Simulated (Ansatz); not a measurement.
## Ligand exchange: C4H7BrSi + C2ClF5 → C4H7ClSi + C2BrF5

Species: C4H7BrSi `C=C[SiH](Br)C=C`, singlet; C2ClF5 `FC(F)(F)C(F)(F)Cl`, singlet; C4H7ClSi `C=C[SiH](Cl)C=C`, singlet; C2BrF5 (bromopentafluoroethane) `FC(F)(F)C(F)(F)Br`, singlet. The partners trade Br for Cl: Si–Br and C–Cl bonds give way to Si–Cl and C–Br.

Shapes, held fixed at every level: PBE0-D4/def2-TZVP. Flexible molecules stand in one conformer, not always the lowest. Programs: Ansatz 0.2.0. Electronic energies: no zero-point or thermal term.

```tsv
level	kind	ΔE (kJ/mol)
HF/def2-TZVPP	Hartree–Fock	+3.5
r2SCAN-D4/def2-TZVPP	meta-GGA	-0.1
B3LYP-D4/def2-TZVPP	global hybrid	-2.2
PBE0-D4/def2-TZVPP	global hybrid	+2.4
wB97M-V/def2-TZVPP	range-separated hybrid	+0.6
wB97X-V/def2-TZVPP	range-separated hybrid	+0.7
B2PLYP/def2-TZVPP	double hybrid	-1.0
MP2/def2-TZVPP	perturbation theory	0.0
```

MP2/def2-TZVPP gives ΔE = 0.0 kJ/mol; the levels span -2.2 to +3.5. That is about zero within the method's error. They disagree on the sign: 4 of 8 are positive. The median of the levels is +0.3. No measured value is set beside it here. Relativity is left out for Br. Outer-core shells of Br are correlated, in sets that cover them unevenly.
